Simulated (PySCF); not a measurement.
NaGa: one state, many levels of theory

State: ¹Σ⁺ (singlet), closed shell. Set-up: basis Na aug-cc-pVDZ, Ga aug-cc-pVDZ-PP with ECP10; scalar-relativistic core potentials; PySCF 2.14. De refers to Na + Ga in their high-spin ground configurations, without counterpoise correction. A positive dipole means Na(−)Ga(+).

```json
{"Level": "RHF-MP2", "Re (Å)": "3.162", "ωe (cm⁻¹)": "158", "De (eV)": "0.488", "μ (D)": "n/a", "CPU s a point (SCF and correlation, without the integrals)": "0.18"}
{"Level": "RHF-SCS-MP2", "Re (Å)": "3.176", "ωe (cm⁻¹)": "155", "De (eV)": "0.53", "μ (D)": "n/a", "CPU s a point (SCF and correlation, without the integrals)": "n/a"}
{"Level": "RHF-CCSD", "Re (Å)": "3.183", "ωe (cm⁻¹)": "150", "De (eV)": "0.66", "μ (D)": "n/a", "CPU s a point (SCF and correlation, without the integrals)": "n/a"}
{"Level": "RHF-CCSD(T)", "Re (Å)": "3.187", "ωe (cm⁻¹)": "148", "De (eV)": "0.71", "μ (D)": "n/a", "CPU s a point (SCF and correlation, without the integrals)": "5.3"}
{"Level": "PBE", "Re (Å)": "3.143", "ωe (cm⁻¹)": "151", "De (eV)": "0.83", "μ (D)": "-1.26", "CPU s a point (SCF and correlation, without the integrals)": "0.7"}
{"Level": "r²SCAN", "Re (Å)": "3.133", "ωe (cm⁻¹)": "155", "De (eV)": "0.62", "μ (D)": "-1.93", "CPU s a point (SCF and correlation, without the integrals)": "1.1"}
{"Level": "PBE0", "Re (Å)": "3.128", "ωe (cm⁻¹)": "157", "De (eV)": "0.69", "μ (D)": "-1.93", "CPU s a point (SCF and correlation, without the integrals)": "1.4"}
{"Level": "B97-3", "Re (Å)": "3.131", "ωe (cm⁻¹)": "157", "De (eV)": "0.84", "μ (D)": "-1.66", "CPU s a point (SCF and correlation, without the integrals)": "0.6"}
{"Level": "M06-2X", "Re (Å)": "3.071", "ωe (cm⁻¹)": "170", "De (eV)": "0.78", "μ (D)": "-2.07", "CPU s a point (SCF and correlation, without the integrals)": "1.1"}
{"Level": "B2PLYP", "Re (Å)": "3.127", "ωe (cm⁻¹)": "157", "De (eV)": "0.69", "μ (D)": "-2.13", "CPU s a point (SCF and correlation, without the integrals)": "0.74"}
```

Problem. Which functional lies closest to RHF-CCSD(T) in De, which farthest, and by how much do they differ from it?

Solution. Closest is PBE0 (-5.9 pm in Re, +6.1 % in ωe, -0.02 eV in De against RHF-CCSD(T) in the same basis), farthest B97-3 (-5.6 pm in Re, +6.1 % in ωe, +0.13 eV in De). CCSD(T) converges more slowly with the basis than the functionals do and binds too weakly in this one, so the order can change at the basis-set limit.

Problem. What does a quarter of exact exchange do here, going from PBE to PBE0?

Solution. PBE0 less PBE: -1.5 pm in Re, +4.0 % in ωe, -0.14 eV in De. Exact exchange removes part of the self-interaction that spreads semilocal densities, and in most molecules shortens and stiffens the bond and lowers De; so it does here.

Problem. What does the step from GGA to meta-GGA do here, going from PBE to r²SCAN?

Solution. r²SCAN less PBE: -1.0 pm in Re, +2.6 % in ωe, -0.21 eV in De. 

Correlated steps freeze 5 core orbitals. Closed-shell solutions of metal pairs were not tested for spin polarisation, which can lower them a little. Correlated levels converge slowly with the basis: in double zeta they bind strong bonds too weakly, by up to about 1 eV, and carry superposition errors of some tenths. Where the molecule has an RHF reference, its open-shell atoms are computed with UHF. B2PLYP dipoles, levels and charges come from its SCF part alone.

The whole job (state search and all levels along the bond) took about 2.8 min on 1 thread of Arm Neoverse V1 (shared host), peak memory 0.81 GiB.
